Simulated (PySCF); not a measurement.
Be(H)(GeH3) (BeGeH₄), SMILES [BeH][GeH3]. Geometry optimised at B3LYP-D3(BJ)/def2-TZVP.

### Question
Give the equilibrium geometry at B3LYP-D3(BJ)/def2-TZVP (PySCF confirms it by a frequency run) as Cartesian coordinates in Å, and its point group. (An estimate is asked for; the answer gives what the named calculation found.)

### Answer
point group C3v.
```xyz
6

Be     0.0000     0.0000    -1.9390
H      0.0000     0.0000    -3.2684
Ge     0.0000     0.0000     0.2632
H      1.2317     0.7111     0.8678
H     -1.2317     0.7111     0.8678
H      0.0000    -1.4222     0.8678
```
